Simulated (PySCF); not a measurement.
# Magnetisability: `CC#[C][AlH][N](C)C`, C$_{5}$H$_{10}$AlN

Geometry:
```tsv
atom	x (Å)	y (Å)	z (Å)
C1	4.174	0.319	0.604
C2	2.803	-0.013	0.280
C3	1.650	-0.291	0.010
Al4	-0.136	-0.786	-0.547
N5	-1.669	-0.132	0.137
C6	-2.958	-0.524	-0.407
C7	-1.787	0.800	1.240
H8	4.589	-0.421	1.289
H9	4.221	1.301	1.076
H10	4.777	0.334	-0.304
H11	-0.358	-1.816	-1.666
H12	-3.508	0.342	-0.798
H13	-2.788	-1.230	-1.225
H14	-3.581	-1.010	0.353
H15	-0.787	1.048	1.600
H16	-2.288	1.726	0.931
H17	-2.361	0.365	2.068
```

Level of theory: GIAO CAM-B3LYP/pcSseg-1 magnetisability, rotational g tensor and spin-rotation constants, non-relativistic, gas phase (PySCF 2.14.0). Geometry: GFN2-xTB.

Question: What are the magnetisability and the molar susceptibility?

Answer: Isotropic -1261 × 10⁻³⁰ J/T², or -75.9 × 10⁻⁶ cm³/mol; principal values -1372, -1206, -1204 × 10⁻³⁰ J/T², anisotropy 167 × 10⁻³⁰ J/T² (root of half the summed squared differences of the principal values). The susceptibility is in cgs units.

Question: Split it along the inertial axes a, b, c into diamagnetic and paramagnetic parts about the centre of mass, with the quadrupole moment.

Answer: 
```
axis  χ (10⁻⁶ cm³/mol)  diamagnetic (10⁻⁶ cm³/mol)  paramagnetic (10⁻⁶ cm³/mol)  summed x² of all electrons (Å²)  quadrupole Θ (D Å)
   a             -81.7                      -327.2                        245.5                            375.1              +10.79
   b             -73.4                     -1656.3                       1582.9                             61.8               -7.92
   c             -72.6                     -1853.6                       1781.0                             15.3               -2.86
```
Anisotropies 2χaa − χbb − χcc = -17.3 and 2χbb − χaa − χcc = +7.5 × 10⁻⁶ cm³/mol. Θ is traceless in Buckingham's convention.

Question: And the rotational g tensor?

Answer: 
```tsv
axis	rotational constant (GHz)	g	nuclear part	electronic part
a	5.9563	-0.0287	0.6582	-0.6869
b	0.8008	-0.0028	0.5927	-0.5955
c	0.7157	-0.0038	0.5950	-0.5988
```
Asymmetric top; isotopes 27Al, 12C, 1H, 14N; no vibrational averaging.
